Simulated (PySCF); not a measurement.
B3H5N3, multiplicity 2. Atoms are numbered in the order given.

```xyz
11

B      0.0000     0.0000     1.4953
N      0.0000    -1.2332     0.7770
B      0.0000    -1.2637    -0.6625
N      0.0000     0.0000    -1.3427
B      0.0000     1.2637    -0.6625
N      0.0000     1.2332     0.7770
H      0.0000    -2.1164     1.2883
H      0.0000    -2.3164    -1.2722
H      0.0000     0.0000    -2.3631
H      0.0000     2.3164    -1.2722
H      0.0000     2.1164     1.2883
```
Charge 0, spin multiplicity 2.

Geometry: PBE-D3(BJ)/def2-SVP. The isomer is the one that the SMILES or the coordinates give; other isomers of the formula were not compared.

Computed with PBE-D3(BJ)/def2-SVP (PySCF).

No scaling factor is applied to the harmonic values.

```csv
mode,ν (cm⁻¹),IR (km/mol),moving atoms (share of kinetic energy)
1,276,0.0,"N 41 %, H 30 %, B 29 %"
2,306,1.7,"B 42 %, N 38 %, H 20 %"
3,432,13.2,"N 38 %, B 35 %, H 28 %"
4,505,1.0,"N 54 %, B 39 %"
5,509,1.0,"N 53 %, B 40 %"
6,675,0.0,"H 85 %, N 11 %"
7,698,19.2,"H 87 %, N 11 %"
8,702,52.1,"H 79 %, B 18 %"
9,834,0.2,N 88 %
10,888,0.0,"H 64 %, B 32 %"
11,896,105.5,"H 66 %, B 24 %, N 9 %"
12,920,0.0,"H 60 %, B 30 %, N 10 %"
13,925,0.0,"B 86 %, H 9 %"
14,954,0.2,"H 65 %, B 20 %, N 15 %"
15,1027,0.9,"H 81 %, N 14 %"
16,1036,2.8,"H 79 %, N 17 %"
17,1200,0.2,"H 80 %, B 15 %"
18,1250,0.1,"B 55 %, N 40 %"
19,1318,0.0,"H 42 %, B 37 %, N 20 %"
20,1332,5.8,"H 46 %, B 32 %, N 22 %"
21,1429,430.4,"B 53 %, N 38 %, H 9 %"
22,1449,395.3,"N 47 %, B 42 %, H 11 %"
23,2551,275.8,"H 91 %, B 9 %"
24,2557,89.3,"H 90 %, B 10 %"
25,3556,23.6,H 93 %
26,3556,74.0,H 93 %
27,3562,50.2,H 93 %
```
